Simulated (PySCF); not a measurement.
## SbCl and its ions

PBE0; Sb cc-pVDZ-PP with ECP28, Cl cc-pV(D+d)Z; scalar-relativistic core potentials (PySCF 2.14). Neutral (UKS): triplet (π ↑↑), Re = 2.369 Å, ωe = 367 cm⁻¹, De = 3.03 eV, HOMO -6.41 eV, LUMO -2.96 eV.

SbCl⁺ (UKS): doublet (π ↑), Re = 2.263 Å, ωe = 442 cm⁻¹, De = 3.41 eV to Sb⁺ + Cl. The energies at the minima are -700.31881 hartree for SbCl and -700.00060 for SbCl⁺.

(1) Work out the adiabatic ionisation energy, without and with harmonic zero-point energies (1 hartree = 27.2114 eV, 1 eV = 8065.5 cm⁻¹), and the change of the bond length.

These are scalar-relativistic numbers at best; spin–orbit coupling would shift them, the dissociation energy most. For an ion De counts to the pair picked by the measured ionisation energies or electron affinities, which need not be the lowest pair at this level. States were picked by a PBE0 search and need not be the measured ground states.

Results:

(1) At PBE0: 0.31821 hartree = 8.659 eV between the minima; the zero-point term (442.0 − 367.0)/2 cm⁻¹ = +0.005 eV makes it 8.664 eV. Re changes by -10.6 pm against the neutral. The electron leaves a π orbital, and the shorter bond of the ion fits an antibonding orbital, or a change in how ionic the bond is.
